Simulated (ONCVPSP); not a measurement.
P, ONCV: configuration errors across variants

P, optimised norm-conserving Vanderbilt (ONCV), made with ONCVPSP 4.0.1 (PBE, scalar-relativistic). Core [Ne], reference 3s2 3p3. Waves: 3s: rc 1.35 bohr, ncon 4, nbas 8, qcut 4.1 1/bohr, 2 projectors, debl 3.5 Ha; 3p: rc 1.25 bohr, ncon 3, nbas 6, qcut 6.7 1/bohr, 3 projectors, debl 0.8 Ha; d scattering state at 0.16 Ha: rc 1.40 bohr, ncon 4, nbas 9, qcut 6.2 1/bohr, 2 projectors, debl 2 Ha. Local part: polynomial inside 0.90 bohr (lpopt 5, dvloc0 0 Ha). Core correction: Teter function fitted to the true core (icmod 2), fcfact 0.4.

All-electron excitation energies from the reference (eV): (1) 3s2 3p2 9.730; (2) 3s2 3p1 28.877; (3) 3s2 3p0 58.616; (4) 3s2 3p2.5 3.775.

1 further variants failed, have other tests or another functional or relativity, and are left out.

A true bound ghost makes a file unfit for plane-wave use even where its test errors are small: the radial tests pick states by their node count and pass the ghost by.

Errors AE − PS in meV (a dash: test not solved or not reliable):

| change | (1) | (2) | (3) | (4) | bound ghosts | GHOST(+) flags above zero |
| --- | --- | --- | --- | --- | --- | --- |
| base | -1.4 | +5.3 | +46 | -0.9 | p | s |
| d: rc 2.06 | -1.4 | +5.3 | +46 | -0.9 | p | s |
| s: qcut 3.7 | -1.4 | +5.4 | +47 | -0.9 | p | s |
| p: nproj 1 | +1.5 | +16 | +48 | -0.2 | none | s |
| all radii but the core radius scaled by about 1.33 (s 1.80, p 1.66, d 1.86 bohr); local potential polynomial inside 1.20 bohr (lpopt 5, dvloc0 0 Ha) | +1.4 | +18 | +84 | 0.0 | p | s |
| s: qcut 3.3; p: qcut 5.4; d: qcut 5 | -1.1 | +7.7 | +53 | -0.9 | p | s, p |

(1) Give the same row for: local potential polynomial inside 0.90 bohr (lpopt 5, dvloc0 8.5 Ha).

Answers

(1) -1.4, +5.1, +45, -0.9; bound ghosts: p; GHOST(+) flags above zero: s.
